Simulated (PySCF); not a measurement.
# Worked example: entropy of an ideal gas

B(CCH)(OH)2 (C₂H₃BO₂), SMILES B(O)(O)C#C.

Coordinates come from a PBE0-D3(BJ)/def2-SVP optimisation. Other conformers were not sampled.

PBE0-D3(BJ)/def2-SVP run with PySCF 2.14.0 gives the harmonic wavenumbers 162, 236, 423, 495, 512, 557, 670, 728, 738, 759, 1008, 1011, 1349, 1503, 2195, 3476, 3940, 3942 cm⁻¹ and the rotational temperatures 0.4807, 0.1782, 0.1300 K. The molar mass is 69.85 g/mol, the symmetry number 2, the spin multiplicity 1.

Q: Work out the entropy at 298.15 K and 1 atm in the rigid-rotor, harmonic-oscillator model.

A: 
Translation (Sackur–Tetrode at 1 atm): S = R[1.5 ln M + 2.5 ln T − 1.16487] = 161.7 J/(mol K).
Rotation: q = (√π/σ) T^1.5/√(θA θB θC) = 43200, S = R[ln q + 3/2] = 101.2 J/(mol K).
Vibration: with u = 1.4388 ν/T, each mode gives R[u/(e^u − 1) − ln(1 − e^−u)]:
| ν (cm⁻¹) | modes | u | S (J/(mol K)) |
|---|---|---|---|
| 162 | 1 | 0.78 | 10.57 |
| 236 | 1 | 1.14 | 7.67 |
| 423 | 1 | 2.04 | 3.69 |
| 495 | 1 | 2.39 | 2.81 |
| 512 | 1 | 2.47 | 2.63 |
| 557 | 1 | 2.69 | 2.22 |
| 670 | 1 | 3.23 | 1.44 |
| 728 | 1 | 3.51 | 1.15 |
| 738 | 1 | 3.56 | 1.11 |
| 759 | 1 | 3.66 | 1.02 |
| 1008 | 1 | 4.86 | 0.38 |
| 1011 | 1 | 4.88 | 0.37 |
| 1349 | 1 | 6.51 | 0.09 |
| 1503 | 1 | 7.25 | 0.05 |
The stiffer modes add less than 0.005 each. Sum 35.2 J/(mol K).
Spin: R ln 1 = 0.0 J/(mol K).
Total 298.1 J/(mol K); the program's own thermochemistry gives 298.1. Translation makes up 54 % and vibration 12 %. Anharmonicity, hindered rotation and orbital degeneracy are left out.
